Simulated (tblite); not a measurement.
Compound: C₈H₁₃OP.
Numbering: `[CH:1]#[C:2][P@:3]1(=[O:4])[CH2:5][CH2:6][C@@H:7]([CH3:8])[CH2:9][CH2:10]1` (hydrogens: H11 on C1; H12, H13 on C5; H14, H15 on C6; H16 on C7; H17, H18, H19 on C8; H20, H21 on C9; H22, H23 on C10)

Structure used (GFN2-xTB), in Å, numbered top down from 1:
```xyz
23
C8H13OP angstrom
C      4.3269   -0.0568   -0.2106
C      3.1733    0.2480   -0.0723
P      1.4993    0.8001    0.1574
O      1.3706    2.2051    0.5564
C      0.7706   -0.4012    1.3340
C     -0.7392   -0.1902    1.2953
C     -1.3428   -0.4977   -0.0788
C     -2.8680   -0.4507    0.0022
C     -0.8480    0.4903   -1.1399
C      0.6483    0.3656   -1.4063
H      5.3314   -0.3423   -0.3370
H      1.1661   -0.1890    2.3304
H      1.0388   -1.4214    1.0572
H     -0.9514    0.8515    1.5520
H     -1.2158   -0.8243    2.0482
H     -1.0413   -1.5104   -0.3753
H     -3.3119   -0.6916   -0.9609
H     -3.2004    0.5427    0.2946
H     -3.2362   -1.1652    0.7346
H     -1.3987    0.3262   -2.0704
H     -1.0574    1.5092   -0.8023
H      0.9159   -0.6437   -1.7213
H      0.9651    1.0726   -2.1772
```

Level: GFN2-xTB in tblite, geometry and Hessian alike; calculated harmonic values, unscaled, isolated species. This tight-binding method is rough: wavenumbers can miss measured ones by several per cent, in bad cases by 10 to 20. One conformer, not necessarily the lowest.

Harmonic wavenumbers (cm⁻¹): 59.9, 87.9, 125.7, 168.5, 192.2, 211.8, 266.7, 274.2, 312.4, 315.6, 359.5, 406.8, 412.1, 435.4, 525.1, 647.8, 665.3, 668.3, 708.9, 729.8, 805.2, 811.9, 883.2, 894.5, 950.8, 954.8, 1025.5, 1038.9, 1062.8, 1064.5, 1101.6, 1129.0, 1169.5, 1199.0, 1219.0, 1264.1, 1265.8, 1285.2, 1296.3, 1312.3, 1352.8, 1365.8, 1418.1, 1426.4, 1432.2, 1472.4, 1487.2, 1502.1, 1504.5, 2207.4, 2909.3, 2951.2, 2953.6, 2954.4, 2955.5, 2969.4, 2969.8, 2975.1, 2980.2, 3034.1, 3035.6, 3042.3, 3361.8.

A = 2435, B = 717.6, C = 693.2 MHz; mass 156.070 u (most abundant isotopes); point group Cs, symmetry number 1.

Problem. Zero-point energy?

Solution. Half the sum of the wavenumbers: 41785 cm⁻¹ = 499.85 kJ/mol.

Problem. Entropy at 350 K, 1 bar (ideal gas, RRHO, classical rotation)?

Solution. Translation 175.17, rotation 127.37, vibration 158.81: S = 461.3 J/(mol K).

Problem. And Cp and H(350 K) − H(0)?

Solution. Cp = 214.15 J/(mol K), of which vibrations give 180.89 (their classical limit is 63 R = 523.8); H(350 K) − H(0) = 42.47 kJ/mol without the zero-point energy, 30.83 from vibrations.

Problem. Which modes carry the vibrational entropy at 350 K?

Solution. 59.9 cm⁻¹: 19.99; 87.9 cm⁻¹: 16.82; 125.7 cm⁻¹: 13.90; 168.5 cm⁻¹: 11.53; 192.2 cm⁻¹: 10.49; 211.8 cm⁻¹: 9.72 J/(mol K); the other 57 give 76.36 together.

Problem. What must be added to the electronic energy to get the Gibbs energy at 350 K and 1 bar?

Solution. ZPE + [H(350 K) − H(0)] − T·S = 499.85 + 42.47 − 161.47 = 380.85 kJ/mol.

Problem. How do the functions run with temperature in this model?

Solution. 
```csv
T (K),S (J/(mol K)),Cp (J/(mol K)),H − H(0) (kJ/mol),G − H(0) (kJ/mol),ln q(vib)
150,330.5,109.5,10.11,-39.46,2.64
250,398.6,161.6,23.66,-75.98,5.51
298.15,429.2,187.1,32.06,-95.91,6.94
400,491.6,238.8,53.80,-142.83,10.02
600,604.6,318.9,110.07,-252.66,16.10
900,749.7,396.0,218.27,-456.50,24.84
```

q(vib) and H(0) count from the zero-point level.

Problem. Blend soft modes into free rotors: weight 1/[1 + (100 cm⁻¹/ν̃)⁴] for the oscillator and the rest for a rotor with moment μB/(μ + B), μ = h/(8π²ν), B = 10⁻⁴⁴ kg m². What vibrational entropy results?

Solution. 151.13 J/(mol K) in place of 158.81, which changes −T·S at 350 K by +2.69 kJ/mol.

Hindered rotation and anharmonicity are outside this model. Other conformers, if any are populated, would add a mixing term that is left out.
